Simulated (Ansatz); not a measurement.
Cartesian coordinates in Å:
```
C -0.8038 -0.0416 1.4846
Si -0.4442 -0.9934 -0.0945
B 0.9388 -0.2003 -1.3039
Zn 1.4939 1.7990 -1.3342
H 0.0721 -0.0276 2.1381
H -1.6282 -0.4936 2.0402
H -1.0727 0.9937 1.2606
H -1.6627 -0.9644 -0.9730
H -0.1952 -2.4269 0.2434
H 1.4015 -0.9481 -2.1230
H 1.9004 3.3030 -1.3384
```

Total charge 0; spin multiplicity 1.

(1) List the B3LYP/def2-TZVPP orbital energies in eV (the Gaussian-basis code of Ansatz). (Estimate.)

Results:

(1) Ansatz gave: Occupied: -9449.84, -1798.36, -1149.09, -1012.47, -1012.46, -1012.40, -276.41, -183.95, -142.94, -131.62, -98.27, -98.25, -98.22, -87.87, -87.84, -87.70, -19.12, -14.69, -13.98, -13.81, -13.81, -13.71, -13.71, -12.20, -11.29, -11.17, -9.30, -9.10, -8.81, -8.08, -6.69. Lowest empty: -2.96, -0.82, -0.16, 0.52, 0.87, 1.51, 1.81, 2.05.

B3LYP here is the variant with VWN-RPA as its local correlation; programs differ in this.
